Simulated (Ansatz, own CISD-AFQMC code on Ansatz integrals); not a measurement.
H3B3, SMILES `B1BB1` (charge 0, multiplicity 1).

Cartesian coordinates (Å):
SMILES: B1BB1
```xyz
6

B     -0.5354    -0.7514     0.0499
B      0.8916    -0.3737    -0.3108
B     -0.6115     0.7661     0.0244
H     -1.2158    -1.7047     0.2484
H      1.9276     0.1283    -0.5776
H     -0.4565     1.9355    -0.0457
```
Charge 0, spin multiplicity 1.

Frozen-core energies in cc-pVDZ from Ansatz (a program for electronic structure) at a geometry from PBE0-D3(BJ)/def2-TZVP; the HF reference has <S^2> = 0.00 (restricted, and unstable towards unrestricted orbitals) and the T1 diagnostic is 0.021.

```json
[
 {"level": "HF", "energy (Ha)": "-75.65081"},
 {"level": "MP2", "energy (Ha)": "-75.89851"},
 {"level": "CCSD", "energy (Ha)": "-75.93410"},
 {"level": "CCSD(T)", "energy (Ha)": "-75.94842"}
]
```

Task: Estimate the energies of CCSDT, phaseless AFQMC, CISD trial (own CISD-AFQMC code on Ansatz integrals; ±0.38 mHa) and CCSDT(Q), and give each level's difference from CCSDT(Q).

Result: 
```tsv
level	energy (Ha)	difference from CCSDT(Q) (mHa)
MP2	-75.89851	52.59
CCSD	-75.93410	17.00
CCSD(T)	-75.94842	2.68
CCSDT	-75.95001	1.09
phaseless AFQMC, CISD trial (own CISD-AFQMC code on Ansatz integrals; ±0.38 mHa)	-75.94991	1.19
CCSDT(Q)	-75.95110	0.00
```
